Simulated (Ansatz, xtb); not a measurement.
Ligand exchange: C3H7Br + SiH2(OH)(SiH3) → C3H8O + SiH2(SiH3)Br

Species: C3H7Br (1-bromopropane) `CCCBr`, singlet; SiH2(OH)(SiH3) (disilanol), singlet; C3H8O `CCCO`, singlet; SiH2(SiH3)Br, singlet. The partners trade Br for OH: C–Br and Si–OH bonds give way to C–OH and Si–Br.

Shapes, held fixed at every level: PBE0-D4/def2-TZVP. Flexible molecules stand in one conformer, not always the lowest. Programs: Ansatz 0.2.0, xtb 6.7.1. Electronic energies: no zero-point or thermal term.

(1) Estimate ΔE of this reaction.

## Answers

(1) The highest level, CCSD(T)/def2-TZVPP, gives ΔE = +25.6 kJ/mol; the levels span +16.2 to +29.8. The column of differences is taken from that level and isn't an error. No measured value is set beside it here. Relativity is left out for Br unless named. Correlated rows may include outer-core shells of Br, which these sets cover unevenly.

```csv
level,kind,ΔE (kJ/mol),less CCSD(T)/def2-TZVPP
GFN2-xTB,semi-empirical,+17.5,-8.1
HF/def2-TZVPP,Hartree–Fock,+16.2,-9.4
PBE-D4/def2-TZVPP,GGA,+17.3,-8.3
r2SCAN-D4/def2-TZVPP,meta-GGA,+21.0,-4.6
B3LYP-D4/def2-TZVPP,global hybrid,+23.6,-2.0
wB97M-V/def2-TZVPP,range-separated hybrid,+20.4,-5.2
wB97X-V/def2-TZVPP,range-separated hybrid,+18.7,-6.9
MP2/def2-TZVPP,perturbation theory,+29.8,+4.2
CCSD(T)/def2-TZVPP,coupled cluster or CI,+25.6,0.0
```
